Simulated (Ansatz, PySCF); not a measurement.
Gas-phase reaction (SMILES): F[SiH2][SiH](F)F → F[SiH](F)[SiH2] + F atom; the F-Si bond at the site shown breaks (other sites are not compared here).

Geometries: B3LYP-D3(BJ)/def2-TZVP minima from Ansatz (an electronic-structure program), one conformer each, not searched for the lowest. Cores are frozen in the correlated levels unless marked. UHF or UKS for open shells. No spin-orbit coupling. Non-relativistic. Basis-set limits of correlation are two-point, X^-3; Hartree-Fock from the larger set. Thermal terms are rigid-rotor harmonic-oscillator values from B3LYP-D3(BJ) frequencies (Ansatz or PySCF) at 298.15 K and 1 atm. 1 Eh = 627.5095 kcal/mol. Atoms have translation alone.

```tsv
species	E, CCSD(T)/CBS(aug-cc-pV(T+d)Z,aug-cc-pV(Q+d)Z) (Ansatz) (Eh)	E, PBE-D3(BJ)/def2-TZVPD (Ansatz + dftd3) (Eh)	H - E (Eh)
F[SiH2][SiH](F)F	-879.51121	-880.07701	0.04297
F[SiH](F)[SiH2]	-779.60865	-780.17617	0.03728
F atom	-99.66595	-99.67049	0.00236
```

Work out ΔE and ΔH at 298.15 K at the first level, then ΔH at the second.


1. ΔE = [(-779.60865) + (-99.66595)] - [(-879.51121)] = 0.23661 Eh = 148.5 kcal/mol at CCSD(T)/CBS(aug-cc-pV(T+d)Z,aug-cc-pV(Q+d)Z).
2. The terms H - E add up to -0.00333 Eh, so ΔH = (0.23661 + (-0.00333))×627.5095 = 146.4 kcal/mol.
3. At PBE-D3(BJ)/def2-TZVPD the same steps give ΔE = 144.5 and ΔH = 142.5 kcal/mol, a shift of -3.9 from the first level.
4. These values are not checked against measurement here, since the tables used lack a sound gas-phase enthalpy of formation for at least one species.
